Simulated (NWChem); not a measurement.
A series in which one site is exchanged, each optimised at PBE0/def2-SVP with NWChem, gas phase unless a solvent is named. All stand in one matching conformer (torsions within 35°), which need not be the lowest. Some are not confirmed as minima by frequencies. def2 effective core potentials on Cd, Ba; no spin-orbit coupling.

A: [SH][Ba][SH] (BaH$_{2}$S$_{2}$; site = Ba)
B: [SH][Cd][SH] (CdH$_{2}$S$_{2}$; site = Cd)
C: [SH][Be][SH] (BeH₂S₂; site = Be)
D: [Ca]([SH])[SH] (CaH2S2; site = Ca)

Q: Rank them by vertical ionisation energy, ΔSCF, PBE/def2-SVP (eV), lowest first.

A: A (7.49), D (8.07), B (8.59), C (9.60)
